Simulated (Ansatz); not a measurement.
`[CH3][SnH]([OH])[CH]=O` + H–F → `[CH3][SnH]([OH])[F]` + `C=O`  (ligand exchange at the Sn–C bond)

Gas-phase electronic energies from Ansatz, PBE0-D4/def2-TZVP geometries. CCSD(T)/CBS is the MP2 limit (def2-TZVPP, def2-QZVPP) plus CCSD(T) − MP2 in def2-TZVPP, frozen cores. This one scheme is used for every species. DFT in def2-TZVPP. def2 core potentials past Kr. For Sn outer-core shells are correlated without core-valence functions, which leaves a few kJ/mol of doubt a bond. One conformer a species, not always the lowest.

`[CH3][SnH]([OH])[CH]=O`:

```xyz
11

C     0.781   -0.961    1.293
Sn    0.120    0.571   -0.025
O    -1.584    1.226    0.732
C    -0.406   -0.259   -2.005
O     0.360   -0.947   -2.620
H     1.474   -1.623    0.775
H     1.275   -0.521    2.159
H    -0.087   -1.531    1.624
H     1.186    1.906   -0.172
H    -1.701    2.175    0.659
H    -1.418   -0.036   -2.421
```

H–F:

```xyz
2

F     0.013    0.242    0.391
H    -0.013   -0.242   -0.391
```

`[CH3][SnH]([OH])[F]`:

Cartesian coordinates in Å:
```
C -0.770 1.122 0.256
Sn 0.747 -0.355 0.137
O 0.613 -1.419 -1.497
F 0.328 -1.590 1.557
H -0.669 1.679 1.187
H -0.691 1.805 -0.590
H -1.741 0.627 0.236
H 2.389 0.046 0.285
H -0.206 -1.915 -1.570
```

`C=O`:

Z-matrix (Å, degrees):
```
C
O 1 1.195
H 1 1.109 2 122.0
H 1 1.109 2 122.0 3 -180.0
```

```json
{"level": "CAM-B3LYP-D4", "ΔE (kJ/mol)": "-103.8"}
{"level": "r2SCANh", "ΔE (kJ/mol)": "-99.1"}
```

(1) What does CCSD(T)/CBS give? (Best estimate.)

(2) What do rigid-rotor, harmonic-oscillator terms from PBE0-D4/def2-TZVP frequencies (298.15 K, 1 bar) make of the CCSD(T)/CBS value? (An estimate is asked.)

Largest T1 diagnostic among the species: 0.015.

Results:

(1) The calculation gave: -94.2 kJ/mol. The listed levels differ from it by -9.6, -4.9 kJ/mol.

(2) The calculation gave: ΔZPE = +4.9 kJ/mol, ΔH = -92.4 kJ/mol, ΔS = 0 J/(mol·K), ΔG = -92.5 kJ/mol. Modes under 50 cm⁻¹ make the entropy rough.

In def2-TZVPP, CCSD(T) changes the Hartree–Fock value by +28.2 kJ/mol (the triples alone add +3.5 kJ/mol) and MP2 by +28.5 kJ/mol. The D4 term adds +6.0 kJ/mol with B3LYP and +3.4 kJ/mol with PBE0; it sums over pairs of atoms, weighted by their polarisabilities, and B3LYP, whose exchange is more repulsive, gets the larger term. Leaving LDA and LC-ωPBE aside and taking each functional with its dispersion term where it has one, the values, not all of them listed here, spread over 23.9 kJ/mol, from B97M-V to revPBE-D4. LDA lies +10.0 kJ/mol from PBE without D4.

CCSD(T)/CBS has its own doubt, a few kJ/mol and more with outer-core shells, so smaller differences from it don't rank the levels.

B3LYP here is the variant with VWN-RPA as its local correlation; programs differ in this.
